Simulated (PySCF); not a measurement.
All numbers come from PySCF, UPBE0, basis W def2-SVPD with ECP60, S def2-SVPD (scalar-relativistic core potentials, no spin–orbit coupling, density fitting).

```xyz
3
charge -1 multiplicity 4, angstrom
W     0.0000    0.1910    0.0000
S     0.0000   -0.5492    2.0780
S     0.0000   -0.5492   -2.0780
```

WS₂⁻ (quartet), along the line from W1 (at 0) through S2 (at 2.206 Å). Core electrons replaced by a potential are absent, the electrostatic potential uses the reduced nuclear charge, and values within about 0.7 Å of such atoms have no physical meaning.

Problem. Tabulate the fields along this line at -0.77, 0.77, 0.88, 0.99, 1.10, 1.21, 1.32, 1.43, 1.54, 1.65, 1.76, 1.88, 1.99, 2.10, 2.32, 2.43, 2.54, 2.65, 2.76, 2.87, 2.98, 3.09, 3.20, 3.31, 3.42, 3.53 Å.

Solution. 
```
distance (Å)  electron density (e/Å³)  spin density (e/Å³)  electron localisation function  electrostatic potential (V)
       -0.77                     1.95                0.204                           0.678                         38.5
        0.77                     1.96                0.206                           0.549                         38.8
        0.88                     1.25                0.131                           0.362                         24.6
        0.99                    0.941               0.0808                           0.321                         16.3
        1.10                    0.869               0.0482                           0.443                         11.9
        1.21                    0.931               0.0254                           0.651                         10.9
        1.32                     1.07              0.00757                           0.782                         13.4
        1.43                     1.25             -0.00723                           0.782                         20.2
        1.54                      1.4              -0.0181                           0.543                         33.1
        1.65                      1.6              -0.0216                            0.15                         55.4
        1.76                     2.81              -0.0141                           0.102                         93.6
        1.88                       11            -0.000418                           0.629                          167
        1.99                     50.3              -0.0308                           0.863                          354
        2.10                      163               -0.198                           0.346                         1140
        2.32                      164               -0.118                            0.35                         1140
        2.43                     50.6              -0.0125                           0.864                          353
        2.54                       11            -1.24e-05                           0.624                          166
        2.65                     2.77             -0.00631                           0.106                         93.2
        2.76                      1.5              -0.0116                            0.16                         54.7
        2.87                      1.2              -0.0132                           0.591                         31.9
        2.98                    0.963               -0.012                           0.869                         17.8
        3.09                    0.717             -0.00971                            0.92                         8.99
        3.20                    0.505             -0.00739                           0.922                         3.54
        3.31                    0.345             -0.00551                           0.906                        0.176
        3.42                    0.234             -0.00412                           0.876                        -1.89
        3.53                    0.159             -0.00309                            0.83                        -3.14
```

On a grid of 0.11 Å the density has a local minimum along the bond near 1.10 Å from W, at 0.87 e/Å³, where the ELF is 0.44.

With open d or f shells other occupations or spin states may lie lower. The lowest empty level of this anion is unbound, so it and the gap depend on the basis. Spin–orbit coupling, left out here, can matter for elements this heavy.
